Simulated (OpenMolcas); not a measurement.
**Multiconfigurational calculation on Ru2+**

Input:

```
&GATEWAY
Coord
1

Ru 0.0 0.0 0.0
Basis=ANO-R2
Group=XYZ
NoMove
AngMom=0.0 0.0 0.0
AMFI
&SEWARD
&RASSCF
FileOrb=start.orb
Symmetry=1
Spin=5
nActEl=6 0 0
Inactive=9 9
Ras2=5 0
CIRoot=5 5 1
SDav=5
CIMx=300
Iter=120 100
PrWF=0.3
OrbListing=Nothing
MaxOrb=0
Atom
>>> COPY $Project.JobIph JOB001
&RASSCF
FileOrb=start.orb
Symmetry=1
Spin=3
nActEl=6 0 0
Inactive=9 9
Ras2=5 0
CIRoot=45 45 1
SDav=45
CIMx=300
Iter=120 100
PrWF=0.3
OrbListing=Nothing
MaxOrb=0
Atom
CIOnly
>>> COPY $Project.JobIph JOB002
&RASSCF
FileOrb=start.orb
Symmetry=1
Spin=1
nActEl=6 0 0
Inactive=9 9
Ras2=5 0
CIRoot=50 50 1
SDav=50
CIMx=300
Iter=120 100
PrWF=0.3
OrbListing=Nothing
MaxOrb=0
Atom
CIOnly
>>> COPY $Project.JobIph JOB003
&RASSI
NrOfJobIphs=3 5 45 50
1 2 3 4 5
1 2 3 4 5 6 7 8 9 10 11 12 13 14 15 16 17 18 19 20 21 22 23 24 25 26 27
28 29 30 31 32 33 34 35 36 37 38 39 40 41 42 43 44 45
1 2 3 4 5 6 7 8 9 10 11 12 13 14 15 16 17 18 19 20 21 22 23 24 25 26 27
28 29 30 31 32 33 34 35 36 37 38 39 40 41 42 43 44 45 46 47 48 49 50
IphNames
JOB001
JOB002
JOB003
EJob
SpinOrbit
DIPRint=1.0
SOCoupling=1000.0
Subsets=2
MEES
Property=10
'ANGMOM' 1 'ANGMOM' 2 'ANGMOM' 3 'MLTPL  1' 1 'MLTPL  1' 2 'MLTPL  1' 3
'AMFI' 1 'AMFI' 2 'AMFI' 3 'MLTPL  2' 6
SOProperty=3
'ANGMOM' 1 'ANGMOM' 2 'ANGMOM' 3
```

Launched by
```bash
OMP_NUM_THREADS=1 MOLCAS_MEM=2252 MOLCAS_PROJECT=a pymolcas a.inp > a.log  # once for each step of the input, in one work folder
```

A driver script runs the steps one by one and writes start.orb anew before each from the orbitals found so far, so a CI-only block uses the converged orbitals of the first block.

Output, cut to the results:

```
--- SEWARD ---
Basis set label: RU.ANO-R...7S5P4D2F1G.

      Electronic valence basis set:
      ------------------
      Associated Effective Charge  44.000000 au
      Associated Actual Charge     44.000000 au
      Nuclear Model: Finite nucleus - Gaussian distribution
        Gaussian exponent, Xi/bohr**(-2):  2.09653E+08

      Shell  nPrim  nBasis  Cartesian Spherical Contaminant
         s      23       7        X
         p      16       5        X
         d      12       4                 X
         f       6       2                 X
         g       5       1                 X
                  Relativistic X2C integrals
                  Atomic mean-field integrals
--- RASSCF ---
Wave function specifications:
      -----------------------------

      Number of closed shell electrons          36
      Number of electrons in active shells       6
      Max number of holes in RAS1 space          0
      Max nr of electrons in RAS3 space          0
      Number of inactive orbitals               18
      Number of active orbitals                  5
      Number of secondary orbitals              42
      Spin quantum number                      2.0
      State symmetry                             1
Orbital specifications:
      -----------------------

      Symmetry species                           1   2
                                                ag  au
      Frozen orbitals                            0   0
      Inactive orbitals                          9   9
      Active orbitals                            5   0
      RAS1 orbitals                              0   0
      RAS2 orbitals                              5   0
      RAS3 orbitals                              0   0
      Secondary orbitals                        22  20
      Deleted orbitals                           0   0
      Number of basis functions                 36  29
      Number of CSFs                             5
      Number of root(s) required                 5
      Iter CI   SX   CI       RASSCF       Energy    max ROT     max BLB   max BLB  Level Ln srch  Step   QN
          iter iter root      energy       change     param      element    value   shift minimum  type update
 Nr of preliminary CI iterations:   1
      Total energies have been shifted. Add                -4000.00 au
        1   1    8    0  -527.18749746    0.00E+00   1.03E-01*  12  20 1  1.51E-01*  0.00   0.00    SX    NO
        2   1    8    0  -527.24047265   -5.30E-02*  3.63E-02    9  15 2  9.63E-02*  0.00   0.00    SX    NO
        3   1    8    0  -527.24848072   -8.01E-03*  2.33E-02    9  15 2 -4.59E-02*  0.00   0.00    SX    NO
        4   1    8    0  -527.25115069   -2.67E-03*  1.33E-02    7  13 2  2.82E-02*  0.00   0.00    SX    NO
        5   1    8    0  -527.25202147   -8.71E-04*  4.90E-03    7  13 2 -1.62E-02*  0.00   0.63    QN   YES
        6   1    6    0  -527.25248819   -4.67E-04*  1.58E-04    8  14 2 -3.71E-04*  0.00   1.03    QN   YES
        7   1    5    0  -527.25248854   -3.44E-07*  1.51E-06    9  16 1  1.16E-05   0.00   1.00    QN   YES
        8   1    3    0  -527.25248854   -1.39E-10  -3.30E-07    9  16 1  2.06E-06   0.00   1.16    QN   YES
      Convergence after  8 iterations
        9   1    3    0  -527.25248854   -8.19E-12  -3.30E-07    9  15 2 -1.66E-07   0.00   1.16    QN   YES
      Natural orbitals and occupation numbers for root  1
      sym 1:   1.000000   2.000000   1.000000   1.000000   1.000000
      Natural orbitals and occupation numbers for root  2
      sym 1:   1.000000   2.000000   1.000000   1.000000   1.000000
      Natural orbitals and occupation numbers for root  3
      sym 1:   1.000000   1.000000   1.000000   2.000000   1.000000
::    RASSCF root number  1 Total energy:  -4527.25248854
::    RASSCF root number  2 Total energy:  -4527.25248854
::    RASSCF root number  3 Total energy:  -4527.25248854
::    RASSCF root number  4 Total energy:  -4527.25248854
::    RASSCF root number  5 Total energy:  -4527.25248854
--- RASSCF ---
Wave function specifications:
      -----------------------------

      Number of closed shell electrons          36
      Number of electrons in active shells       6
      Max number of holes in RAS1 space          0
      Max nr of electrons in RAS3 space          0
      Number of inactive orbitals               18
      Number of active orbitals                  5
      Number of secondary orbitals              42
      Spin quantum number                      1.0
...
--- RASSI ---
SPIN-FREE ENERGIES:
  (Shifted by EMIN (a.u.) =      -4527.2524885376)

 SF State       Relative EMIN(au)   Rel lowest level(eV)    D:o, cm**(-1)      L_eff

     1             0.0000000000        0.0000000000              0.0000         2.0
     2             0.0000000000        0.0000000000              0.0000         2.0
     3             0.0000000000        0.0000000000              0.0000         2.0
     4             0.0000000000        0.0000000000              0.0000         2.0
     5             0.0000000000        0.0000000000              0.0000         2.0
     6             0.0788349614        2.1452085844          17302.2741         5.0
     7             0.0788349614        2.1452085844          17302.2741         5.0
     8             0.0788349614        2.1452085844          17302.2741         5.0
     9             0.0788349614        2.1452085844          17302.2741         5.0
    10             0.0788349614        2.1452085844          17302.2741         5.0
    11             0.0788349614        2.1452085844          17302.2741         5.0
    12             0.0788349614        2.1452085844          17302.2741         5.0
    13             0.0788349614        2.1452085844          17302.2741         5.0
    14             0.0788349614        2.1452085844          17302.2741         5.0
    15             0.0788349614        2.1452085844          17302.2741         5.0
    16             0.0788349614        2.1452085844          17302.2741         5.0
    17             0.0887077731        2.4138614772          19469.1058         1.0
    18             0.0887077731        2.4138614772          19469.1058         1.0
    19             0.0887077731        2.4138614772          19469.1058         1.0
    20             0.0906601998        2.4669897141          19897.6139         3.0
    21             0.0906601998        2.4669897141          19897.6139         3.0
...
```

Levels above the lowest, from the spin-orbit matrix, grouped by J:

| Configuration | Term | J | E (cm-1) | Measured (cm-1) | g | Term weight % |
| --- | --- | --- | --- | --- | --- | --- |
| 4d6 | 5D | 4 | 0.0 | 0.0 | 1.499 | 99 |
| 4d6 | 5D | 3 | 1144 | 1159 | 1.500 | 100 |
| 4d6 | 5D | 2 | 1857 | 1826 | 1.500 | 99 |
| 4d6 | 5D | 1 | 2312 | 2266 | 1.500 | 99 |
| 4d6 | 5D | 0 | 2533 | 2476 |  | 99 |
| 4d6 | 3H | 6 | 17856 |  | 1.164 | 98 |
| 4d6 | 3H | 5 | 18265 |  | 1.049 | 91 |
| 4d6 | 3H | 4 | 18318 |  | 0.880 | 75 |
| 4d6 | 3P(1) | 2 | 19078 |  | 1.493 | 97 |
| 4d6 | 3F(1) | 4 | 20341 |  | 1.148 | 72 |
| 4d6 | 3F(1) | 3 | 20799 |  | 1.034 | 84 |
| 4d6 | 3F(1) | 2 | 21344 |  | 0.672 | 98 |
| 4d6 | 3P(1) | 1 | 22382 |  | 1.485 | 97 |
| 4d6 | 3G | 5 | 22658 |  | 1.185 | 91 |
| 4d6 | 3P(1) | 0 | 23231 |  |  | 91 |
| 4d6 | 3G | 4 | 23782 |  | 1.069 | 82 |
| 4d6 | 3G | 3 | 24091 |  | 0.802 | 84 |
| 4d6 | 1I | 6 | 27388 |  | 1.003 | 98 |
| 4d6 | 3D | 2 | 28672 |  | 1.166 | 94 |
| 4d6 | 3D | 1 | 28792 |  | 0.518 | 98 |
| 4d6 | 3D | 3 | 29023 |  | 1.330 | 98 |
| 4d6 | 1G(1) | 4 | 29473 |  | 1.006 | 93 |
| 4d6 | 1S(1) | 0 | 33949 |  |  | 91 |
| 4d6 | 1D(1) | 2 | 35562 |  | 1.006 | 94 |

Against the 4 measured excited levels shown (Moore, Atomic Energy Levels, vol. III, NSRDS-NBS 35 (1971 reprint of NBS Circular 467, 1958)) the mean absolute deviation is 37 cm-1; the largest miss in energy is 4d6 5D0: computed 2533, measured 2476 cm-1 (+2.3 %).

Levels of configurations with an s electron are missing; early in the row they begin among the upper levels of the d shell and mix with terms of their name. Without dynamic correlation excited terms often stand tens of per cent too high (terms of higher spin than the ground term too low), and those without a measured partner can miss by more than the paired ones. Terms from blocks run as CI alone lack orbitals of their own. Computed and measured levels are paired by configuration, term and J; levels that our copy of the source lacks, or whose pairing is in doubt (as where it misses far off the trend of its configuration), stay unpaired and out of the deviations. Only configurations of the active space appear. The table shows the lowest 24 of 34 levels.

The RASSCF and RASSI steps took 33 s on 1 thread of Arm Neoverse N1, with other jobs on the host; the integral step is not counted.

The term weight is that of the spin-free term in the level, not the purity of its configuration. A number in round brackets counts repeated terms of one configuration in the order of the reference energies.
